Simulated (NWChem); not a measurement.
System: KF; SMILES [F][K]

```xyz
2

K      0.0000     0.0000    -0.7269
F      0.0000     0.0000     1.4490
```
Atoms are numbered in this order, from 1.

Geometry: optimised at B3LYP/6-31G* (spherical d).

Q: List the 6 lowest vertical singlet excitations and the 6 lowest triplet ones from B3LYP/6-31G* (spherical d), TDA (NWChem).

A: 
```json
[
 {"state": "S1", "energy (eV)": "2.62", "oscillator strength": "0.017", "leading excitation (squared amplitude)": "HOMO−1 → LUMO (0.99)"},
 {"state": "S2", "energy (eV)": "2.62", "oscillator strength": "0.017", "leading excitation (squared amplitude)": "HOMO−2 → LUMO (0.99)"},
 {"state": "S3", "energy (eV)": "2.84", "oscillator strength": "0.058", "leading excitation (squared amplitude)": "HOMO → LUMO (0.94)"},
 {"state": "S4", "energy (eV)": "4.15", "oscillator strength": "0.000", "leading excitation (squared amplitude)": "HOMO−2 → LUMO+1 (0.49)"},
 {"state": "S5", "energy (eV)": "4.15", "oscillator strength": "0.000", "leading excitation (squared amplitude)": "HOMO−1 → LUMO+1 (0.49)"},
 {"state": "S6", "energy (eV)": "4.16", "oscillator strength": "0.001", "leading excitation (squared amplitude)": "HOMO → LUMO+1 (0.99)"},
 {"state": "T1", "energy (eV)": "2.54", "oscillator strength": "spin-forbidden", "leading excitation (squared amplitude)": "HOMO → LUMO (0.99)"},
 {"state": "T2", "energy (eV)": "2.59", "oscillator strength": "spin-forbidden", "leading excitation (squared amplitude)": "HOMO−1 → LUMO (0.99)"},
 {"state": "T3", "energy (eV)": "2.59", "oscillator strength": "spin-forbidden", "leading excitation (squared amplitude)": "HOMO−2 → LUMO (0.99)"},
 {"state": "T4", "energy (eV)": "4.11", "oscillator strength": "spin-forbidden", "leading excitation (squared amplitude)": "HOMO−2 → LUMO+1 (0.49)"},
 {"state": "T5", "energy (eV)": "4.13", "oscillator strength": "spin-forbidden", "leading excitation (squared amplitude)": "HOMO−1 → LUMO+2 (0.49)"},
 {"state": "T6", "energy (eV)": "4.13", "oscillator strength": "spin-forbidden", "leading excitation (squared amplitude)": "HOMO−1 → LUMO+1 (0.49)"}
]
```
